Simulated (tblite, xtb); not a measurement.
COS, charge -1, doublet, at a GFN2-xTB geometry (a state made from the parent by changing its charge; the spin is typed, not shown lowest). Base run: xtb 6.7.1 with GFN1-xTB.

xtb was given this input:
```
$ xtb mol.xyz --gfn 1 --chrg -1 --uhf 1 --json

# file mol.xyz
3

O     -1.64907801    -0.03336150    -0.05941692
C     -0.52949391     0.41701461     0.12119998
S      1.02309922    -0.13969972    -0.01574153
```

Programs used: tblite, xtb; a row that names a program was run with it.

The base run was repeated with changes; each row names its change, and settings that it needs were set with it.

| change | ΔE vs base (kJ/mol) | G_solv (kcal/mol) | SCF cycles |
|---|---|---|---|
| base | 0.00 | - | 9 |
| acc = 0.0001 | 0.00 | - | 11 |
| alpb = methanol | -240.5 | -57.70 | 8 |
| program = tblite; method = gfn1; option = (--guess, eeq) | 0.00 | - | - |
| etemp = 3000 | -3.74 | - | 9 |
| program = tblite; method = gfn1; option = (--alpb, water) | -220.6 | - | - |
| acc = 30 | 0.00 | - | 7 |
| etemp = 10000 | -101.1 | - | 9 |
| alpb = dmso | -234.0 | -56.32 | 9 |
| gbsa = water | -258.5 | -62.01 | 9 |

ALPB and GBSA are two models with their own fitted parameters for each solvent, which aren't always the measured dielectric constant.
